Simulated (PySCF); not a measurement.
# Gas-phase XPS of (HAlAsH)3 ring, computed

Species: (HAlAsH)3 ring, Al3As3H6.
Z-matrix (Å and degrees, PBE0-D3(BJ)/def2-SVP geometry), rows numbered from 1:
```
Al
H   1  1.5845
As  1  2.4695  2  121.06
Al  3  2.4085  1   86.41  2  -178.26
H   4  1.5853  3  126.85  1   108.96
As  4  2.5021  3  117.51  1   -72.78
Al  6  2.3823  4   73.56  3    66.45
H   7  1.7014  6  113.63  4   -82.50
As  7  2.3657  6  135.34  4    47.03
H   3  1.5315  1   91.43  2   -87.24
H   6  1.5321  4   90.83  3   -19.80
H   9  1.5310  1  102.75  2   146.68
```

The calculation used delta-SCF UKS SCAN, pcX-2 on the ionised atom, pcseg-1 elsewhere, spin-free X2C (PySCF 2.14.0). Each binding energy is the total energy of the core-ionised species, with the hole localised on one atom, minus that of the ground state; both are solved self-consistently, so orbital relaxation is included.

Problem. List the computed XPS lines with their assignment.

Solution. 
```tsv
atom(s)	bonded to	level	binding energy (eV)	count
Al1	H and 2 As	Al 1s	1566.43	1
```

Problem. Which photon energy gives electrons from Al 1s of Al1 a kinetic energy of 150 eV, and what is their de Broglie wavelength?

Solution. hν = 1566.43 + 150 = 1716.43 eV, recoil neglected; λ = 12.264 Å/√(E/eV) = 1.00 Å.

The list is incomplete; no value stands for Al 1s of Al4, Al7. No level of arsenic is listed. Isolated species at its PBE0-D3(BJ)/def2-SVP geometry (one conformer only).
